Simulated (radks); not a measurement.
The numbers below are computed, except where a source is named.
Question: Pr XIV, configuration [Kr] 4d10 (the NIST ground configuration). Level of theory: Dirac Kohn-Sham, PBE, spin-unpolarised, spherical densities, finite nucleus; Fermi nuclear charge, rms radius 4.8919 fm (a radial shooting solver on a logarithmic mesh with Libxc functionals). Some entries of the table are withheld. Estimate them.

orbital,occ.,eigenvalue (eV),<r> (bohr)
1s1/2,2,-42015.46,0.02409
2s1/2,2,(1),0.1026
2p1/2,2,-6588.642,0.08605
2p3/2,4,-6106.370,0.09236
3s1/2,2,(2),0.2718
3p1/2,2,-1532.196,(3)
3p3/2,4,-1436.523,(4)
3d3/2,4,-1162.932,0.2450
3d5/2,6,-1142.320,0.2488
4s1/2,2,-518.1704,0.6123
4p1/2,2,-458.7299,0.6263
4p3/2,4,-437.0653,0.6511
4d3/2,4,-338.4820,0.6849
4d5/2,6,-334.4669,0.6928
5s1/2,0,-227.2097,1.237
5p1/2,0,-205.4792,(5)
5p3/2,0,-199.5120,(6)

Answer: 
(1) 2s1/2 eigenvalue (eV): -6957.109
(2) 3s1/2 eigenvalue (eV): -1688.936
(3) 3p1/2 <r> (bohr): 0.2615
(4) 3p3/2 <r> (bohr): 0.2738
(5) 5p1/2 <r> (bohr): 1.297
(6) 5p3/2 <r> (bohr): 1.334
